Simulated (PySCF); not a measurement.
H₂Cl₂NTi, charge +1, singlet, geometry from GFN2-xTB (such geometries of metal compounds can be far from the true shape) (the multiplicity is a formal guess), atoms displaced at random by about 0.08 Å a coordinate; B3LYP/STO-3G, gradient by finite differences (PySCF).

PySCF was given this input:
```python
from pyscf import gto, scf, dft

mol = gto.M(
    atom='''
Ti   -0.09307533    0.10781517    0.71077270
Cl   -0.72570262   -1.44693358   -0.92471371
Cl    0.16695655    1.79354296   -0.51720783
N     1.46694079   -0.43473334    1.33513586
H     2.15600322    0.27987062    1.45457943
H     1.82818957   -1.33133618    1.39662579
''',
    basis='sto-3g',
    charge=1,
    verbose=4,
)

mf = dft.RKS(mol)
mf.xc = 'b3lyp'
mf.conv_tol = 1e-11
mf.kernel()
scan, done = mf.as_scanner(), []
scan.scf_summary = {}
def energy(d):
    c = mol.atom_coords()
    c[0, 1] += d
    e = scan(mol.set_geom_(c, unit='Bohr', inplace=False))
    done.append(scan.converged)
    return e
h = 1e-3
fd = (energy(h) - energy(-h)) / (2 * h)
print('dE/dx =', fd)
```

Output, abridged:

```
PySCF version 2.14.0

[INPUT] verbose = 4
[INPUT] num. atoms = 6
[INPUT] num. electrons = 64
[INPUT] charge = 1
[INPUT] spin (= nelec alpha-beta = 2S) = 0
[INPUT] symmetry False subgroup None
[INPUT] Mole.unit = angstrom
[INPUT] Symbol           X                Y                Z      unit          X                Y                Z       unit  Magmom
[...]
nuclear repulsion = 336.072649215593
number of shells = 23
number of NR pGTOs = 129
number of NR cGTOs = 43
basis = sto-3g
ecp = {}

******** <class 'pyscf.dft.rks.RKS'> ********
method = RKS
initial guess = minao
damping factor = 0
level_shift factor = 0
DIIS = <class 'pyscf.scf.diis.CDIIS'>
diis_start_cycle = 1
diis_space = 8
diis_damp = 0
SCF conv_tol = 1e-11
SCF conv_tol_grad = None
SCF max_cycles = 50
direct_scf = True
direct_scf_tol = 1e-13
XC library pyscf.dft.libxc version 7.1.2
    S. Lehtola, C. Steigemann, M. J. T. Oliveira, and M. A. L. Marques,  SoftwareX 7, 1–5 (2018)
XC functionals = b3lyp
    P. J. Stephens, F. J. Devlin, C. F. Chabalowski, and M. J. Frisch,  J. Phys. Chem. 98, 11623 (1994)
radial grids:
    Treutler-Ahlrichs [JCP 102, 346 (1995); DOI:10.1063/1.469408] (M4) radial grids

becke partition: Becke, JCP 88, 2547 (1988); DOI:10.1063/1.454033
pruning grids: <function nwchem_prune>
grids dens level: 3
symmetrized grids: False
atomic radii adjust function: <function treutler_atomic_radii_adjust>
small_rho_cutoff = 0
Set gradient conv threshold to 3.16228e-06
Initial guess from minao.
tot grids = 92184
init E= -1805.33208724847
[...]
cycle= 1 E= -1806.01145152269  delta_E= -0.679  |g|= 0.743  |ddm|= 3.44
[...]
cycle= 2 E= -1799.16614107252  delta_E= 6.85  |g|= 4.44  |ddm|= 5.61
[...]
cycle= 3 E= -1806.18769025826  delta_E= -7.02  |g|= 0.454  |ddm|= 4.82
[...]
cycle= 4 E= -1806.23956830995  delta_E= -0.0519  |g|= 0.174  |ddm|= 0.775
[...]
cycle= 5 E= -1806.2514610673  delta_E= -0.0119  |g|= 0.0425  |ddm|= 0.242
[...]
cycle= 6 E= -1806.25217042568  delta_E= -0.000709  |g|= 0.0171  |ddm|= 0.083
[...]
cycle= 7 E= -1806.25229369698  delta_E= -0.000123  |g|= 0.00369  |ddm|= 0.0307
[...]
cycle= 8 E= -1806.25230066735  delta_E= -6.97e-06  |g|= 0.000455  |ddm|= 0.00824
[...]
cycle= 9 E= -1806.25230075001  delta_E= -8.27e-08  |g|= 6.69e-05  |ddm|= 0.000632
[...]
cycle= 10 E= -1806.25230075246  delta_E= -2.45e-09  |g|= 9.26e-06  |ddm|= 0.00015
[...]
cycle= 11 E= -1806.2523007525  delta_E= -4.27e-11  |g|= 5.69e-07  |ddm|= 2.45e-05
[...]
[...]
converged SCF energy = -1806.2523007525
converged SCF energy = -1806.25224261528
[...]
   2 Cl    -0.725702620000  -1.446933580000  -0.924713710000 AA   -1.371379199679  -2.734308186636  -1.747455655530 Bohr
   3 Cl     0.166956550000   1.793542960000  -0.517207830000 AA    0.315502154202   3.389304987042  -0.977381148181 Bohr
   4 N      1.466940790000  -0.434733340000   1.335135860000 AA    2.772116334053  -0.821526949817   2.523041114486 Bohr
   5 H      2.156003220000   0.279870620000   1.454579430000 AA    4.074255609480   0.528878822112   2.748756749126 Bohr
   6 H      1.828189570000  -1.331336180000   1.396625790000 AA    3.454777591086  -2.515860759925   2.639240241604 Bohr

******** <class 'pyscf.scf.hf.RKS_Scanner'> ********
method = RKS_Scanner
initial guess = minao
damping factor = 0
level_shift factor = 0
DIIS = <class 'pyscf.scf.diis.CDIIS'>
diis_start_cycle = 1
diis_space = 8
diis_damp = 0
SCF conv_tol = 1e-11
SCF conv_tol_grad = None
SCF max_cycles = 50
direct_scf = True
direct_scf_tol = 1e-13
XC library pyscf.dft.libxc version 7.1.2
    S. Lehtola, C. Steigemann, M. J. T. Oliveira, and M. A. L. Marques,  SoftwareX 7, 1–5 (2018)
XC functionals = b3lyp
    P. J. Stephens, F. J. Devlin, C. F. Chabalowski, and M. J. Frisch,  J. Phys. Chem. 98, 11623 (1994)
radial grids:
    Treutler-Ahlrichs [JCP 102, 346 (1995); DOI:10.1063/1.469408] (M4) radial grids

becke partition: Becke, JCP 88, 2547 (1988); DOI:10.1063/1.454033
pruning grids: <function nwchem_prune>
grids dens level: 3
symmetrized grids: False
atomic radii adjust function: <function treutler_atomic_radii_adjust>
small_rho_cutoff = 0
Set gradient conv threshold to 3.16228e-06
tot grids = 92184
init E= -1806.25252245729
[...]
cycle= 1 E= -1806.25235837598  delta_E= 0.000164  |g|= 0.000577  |ddm|= 0.0028
[...]
cycle= 2 E= -1806.25235834983  delta_E= 2.62e-08  |g|= 0.000619  |ddm|= 0.0025
[...]
cycle= 3 E= -1806.25235853995  delta_E= -1.9e-07  |g|= 0.000107  |ddm|= 0.00135
[...]
cycle= 4 E= -1806.25235854329  delta_E= -3.34e-09  |g|= 6.03e-05  |ddm|= 0.00026
[...]
cycle= 5 E= -1806.25235854473  delta_E= -1.44e-09  |g|= 1.48e-05  |ddm|= 9.98e-05
[...]
cycle= 6 E= -1806.25235854481  delta_E= -7.91e-11  |g|= 3.36e-06  |ddm|= 2.62e-05
[...]
cycle= 7 E= -1806.25235854481  delta_E= 4.55e-13  |g|= 1.72e-07  |ddm|= 7.39e-06
[...]
Extra cycle  E= -1806.25235854481  delta_E= -3.64e-12  |g|= 1.29e-07  |ddm|= 8.35e-07
converged SCF energy = -1806.25235854481
dE/dx = 0.05796476318664645
```
